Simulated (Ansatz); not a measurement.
Abridged output of a molecular run in Ansatz:

```
Functional definition: HF
3764 factors; integrals over basis functions are off by at most 1.0e-3 eV
mean field evaluation 1: about -19743.1015 eV, gradient 6.6e1 eV
mean field evaluation 2: about -19743.5389 eV, gradient 6.6e1 eV
mean field evaluation 4: about -19753.6329 eV, gradient 7.1e0 eV
mean field evaluation 8: about -19753.8028 eV, gradient 7.5e-1 eV
mean field -19753.80383464 eV, -725.9389013140 hartree, gradient 2.7e-6 eV, S^2 0.000000; 0 other end points of the search recorded, 0 dependent functions left out
14 core orbitals not correlated: weight in the atoms' cores, before any rotation towards them, 1.000 or more for the frozen orbitals, at most 0.000 for the correlated occupied ones
reference -19753.80383464 eV, -725.9389013140 hartree; 39, 39 occupied and 559, 559 virtual orbitals, 3764 factors
second order -61.08501252 eV of doubles, -0.00000000 eV of singles
cycle   1  -61.48556185 eV  change   -4.0e-1 eV  update   1.7e-1
cycle   2  -62.81437420 eV  change    -1.3e0 eV  update   5.0e-2
cycle   3  -63.14116600 eV  change   -3.3e-1 eV  update   2.6e-2
cycle   4  -63.13197644 eV  change    9.2e-3 eV  update   6.0e-3
cycle   5  -63.12597577 eV  change    6.0e-3 eV  update   2.4e-3
cycle   6  -63.12743823 eV  change   -1.5e-3 eV  update   7.5e-4
cycle   7  -63.12735997 eV  change    7.8e-5 eV  update   2.5e-4
cycle   8  -63.12714953 eV  change    2.1e-4 eV  update   8.1e-5
cycle   9  -63.12714800 eV  change    1.5e-6 eV  update   3.0e-5
perturbative correction -2.34614365 eV, -0.0862191889 hartree
Total energy: -19819.27712629 eV, -728.3450004026 hartree
```

Its atoms:

Z-matrix (Å, degrees):
```
C
C 1 1.522
H 1 1.095 2 110.9
H 1 1.092 2 111.2 3 -119.8
H 1 1.096 2 112.0 3 120.7
C 2 1.526 1 111.6 3 -57.9
C 2 1.524 1 110.7 3 65.2
H 2 1.096 1 108.0 3 -176.6
Sn 6 2.133 2 113.3 1 -59.8
H 6 1.095 2 110.9 1 61.7
H 6 1.093 2 111.8 1 -178.6
H 7 1.095 2 110.7 1 -61.4
H 7 1.092 2 111.3 1 178.7
H 7 1.093 2 111.1 1 58.4
F 9 1.929 6 104.6 2 -43.7
C 9 2.132 6 128.2 2 80.6
F 9 1.927 6 106.1 2 -151.6
C 16 1.526 9 114.3 6 27.0
H 16 1.095 9 105.8 6 149.4
H 16 1.093 9 106.1 6 -96.6
C 18 1.522 16 111.6 9 59.5
C 18 1.524 16 110.2 9 -177.2
H 18 1.098 16 108.5 9 -59.6
H 21 1.092 18 111.2 16 179.1
H 21 1.096 18 112.3 16 -60.7
H 21 1.094 18 110.7 16 59.1
H 22 1.093 18 111.2 16 178.1
H 22 1.092 18 111.3 16 57.6
H 22 1.094 18 110.5 16 -62.2
```

Question: Which basis set was used?
A. def2-TZVPP
B. def2-QZVPP
C. def2-SVPD
D. cc-pV(Q+d)Z

Answer: A. It gives 612 functions.

Question: Write the keys of the input that set method, charge and spin (a neutral closed shell needs none for the last two).

Answer: 
```yaml
correlation: {method: ccsd_t}
```
